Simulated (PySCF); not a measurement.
Compounds:

A. SMILES C=C=C([SiH2]C#CC)C(=O)O
B. `O=C(O)CO[SiH2]O[SiH3]`
C. SMILES O=CO[Si](O)(O)C[SiH3]

Spectrum 1. 1H NMR (300 MHz, computed): δ 8.09 (s, 1H), 4.02 (t, 3H), 2.93 (br s, 2H), 0.04 (q, 2H). 13C{1H} NMR (computed): δ 167.5 (CH), -8.0 (CH2).

Spectrum 2. 1H NMR (300 MHz, computed): δ 6.08 (br s, 1H), 5.11 (s, 2H), 4.77 (s, 2H), 2.09 (s, 3H). 13C{1H} NMR (computed): δ 232.6 (C), 170.4 (C), 113.6 (C), 90.5 (C), 82.5 (C), 76.2 (CH2), 6.1 (CH3).

Spectrum 3. 1H NMR (300 MHz, computed): δ 6.13 (br s, 1H), 5.23 (s, 3H), 4.82 (s, 2H), 4.66 (s, 2H). 13C{1H} NMR (computed): δ 174.5 (C), 63.3 (CH2).

- GFN2-xTB geometry
- GIAO PBE0/pcSseg-1 shieldings
- run in PySCF
- non-relativistic Hamiltonian, in vacuum, fast rotation and ring inversion assumed for equivalent nuclei, one conformer

Scale: 1H (σref 31.72) and 13C (σref 186.93) vs TMS (reference shieldings calculated alike). Where no couplings were computed, multiplicities follow the n + 1 count of equivalent neighbours, and m marks all less simple cases (inequivalent or close neighbours, rings, F or P nearby). Acid and N–H amide carbonyl carbons lie up to 10 ppm further downfield in solution (hydrogen bonding). Shifts are as computed. Against solution values, carbons near 30 ppm lie about +3 ppm off and those near 130 ppm about +5 ppm. Of 1309 compounds with measured shifts, 239 miss one by over three times the rms of a fit or turn the order of signals round; such compounds aren't used in these exercises. OH and NH positions are gas-phase values without hydrogen bonding to other molecules.

Q: Which spectrum belongs to which compound?

A: 1–C, 2–A, 3–B.

- Spectrum 1 (C): 2 13C signals; δC -8.0 is an sp3 CH2 bonded to 2 Si; δH 2.93 is the hydrogen on an oxygen bonded to Si.
- Spectrum 2 (A): 7 13C signals; δC 232.6 is a central carbon of an allene; δC 170.4 is a carboxylic acid carbon.
- Spectrum 3 (B): 2 13C signals; δC 174.5 is a carboxylic acid carbon; δC 63.3 is an sp3 CH2 bonded to O, α to a carbonyl.
